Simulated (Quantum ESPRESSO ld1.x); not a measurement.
All-electron atom: the hafnium ion Hf40+ in [Ar] 3d10 4s2 4p2. Calculated with ld1.x of Quantum ESPRESSO 7.5: scalar-relativistic Kohn-Sham, LDA (Slater exchange, VWN5 correlation), spin-unpolarised, spherical densities, point nucleus.

Radial electron density D(r) = 4 pi r^2 rho(r):

```
   r/bohr * D(r) (the largest magnitude, 130, reaches the edge; | marks zero)
0.0009991 |  *
 0.001126 |  *
  0.00127 |   *
 0.001432 |    *
 0.001615 |     *
  0.00182 |      *
 0.002053 |       *
 0.002314 |         *
 0.002609 |           *
 0.002942 |             *
 0.003317 |               *
  0.00374 |                 *
 0.004217 |                    *
 0.004754 |                       *
 0.005361 |                          *
 0.006044 |                             *
 0.006815 |                                *
 0.007684 |                                  *
 0.008663 |                                     *
 0.009768 |                                       *
  0.01101 |                                        *
  0.01242 |                                        *
    0.014 |                                        *
  0.01579 |                                        *
   0.0178 |                                      *
  0.02007 |                                     *
  0.02263 |                                    *
  0.02551 |                                    *
  0.02876 |                                    *
  0.03217 |                                      *
  0.03627 |                                          *
   0.0409 |                                              *
  0.04611 |                                                  *
  0.05199 |                                                     *
  0.05862 |                                                      *
  0.06609 |                                                     *
  0.07452 |                                                 *
  0.08402 |                                            *
  0.09474 |                                         *
   0.1068 |                                       *
   0.1204 |                                        *
   0.1358 |                                           *
   0.1531 |                                              *
   0.1726 |                                              *
   0.1946 |                                          *
   0.2194 |                                   *
   0.2474 |                          *
    0.279 |                 *
   0.3145 |            *
   0.3546 |         *
   0.3998 |       *
   0.4508 |     *
   0.5083 |   *
   0.5731 | *
   0.6462 |*
   0.7286 *
   0.8215 *
   0.9262 *
    1.044 *
    1.177 *
```

D(r) has 3 maxima, at r = 0.0128, 0.0582, 0.165 bohr, and minima at 0.0249, 0.109 bohr, inside which lie 1.92, 11.11 electrons.
